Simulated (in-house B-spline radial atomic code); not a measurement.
Values are calculated unless marked as measured or tabulated.
## Work functions and surface energies across electron densities: Al, Sn, Zn, Tl, Cu, Au, Li, Ca, Sr, K, Rb

The positive ions are smeared into a uniform slab; the electrons are solved self-consistently in the LDA (PW92) on a fine grid across the film. Stabilised jellium adds, inside the slab, the constant potential −n de/dn that makes the bulk stable at the metal's density. No lattice, so no dependence on crystal face. Atomic units unless named.

Thick-film averages; measured work functions from the table in Wikipedia's article on work functions.

```csv
metal,r_s (bohr),Φ jellium (eV),Φ stabilised (eV),Φ measured (eV),σ jellium (J/m²),σ stabilised (J/m²)
Al,2.07,3.77,4.26,4.06 to 4.26,-0.608,0.922
Sn,2.22,3.72,4.15,4.42,-0.235,0.802
Zn,2.31,3.68,4.08,3.63 to 4.9,-0.091,0.736
Tl,2.49,3.60,3.93,about 3.84,0.086,0.619
Cu,2.67,3.52,3.79,4.53 to 5.10,0.174,0.521
Au,3.01,3.35,3.54,5.10 to 5.47,0.225,0.381
Li,3.26,3.23,3.37,2.9,0.220,0.306
Ca,3.27,3.23,3.36,2.87,0.220,0.304
Sr,3.54,3.10,3.19,about 2.59,0.202,0.243
K,4.9,2.57,2.51,2.29,0.103,0.092
Rb,5.31,2.44,2.36,2.261,0.083,0.072
```

**Question.** Where do the two models part, and which lies nearer to measurement?

**Answer.** They differ by +0.49 eV for Al and -0.08 eV for Rb; the stabilising potential vanishes near r_s = 4.2, where jellium is in equilibrium. Against the middle of the measured ranges the mean absolute misses are 0.62 eV (jellium) and 0.48 eV (stabilised). The largest miss of the stabilised model is -1.74 eV, for Au, a noble metal whose d shell the model lacks. Plain jellium has a negative surface energy for Al, Sn, Zn.
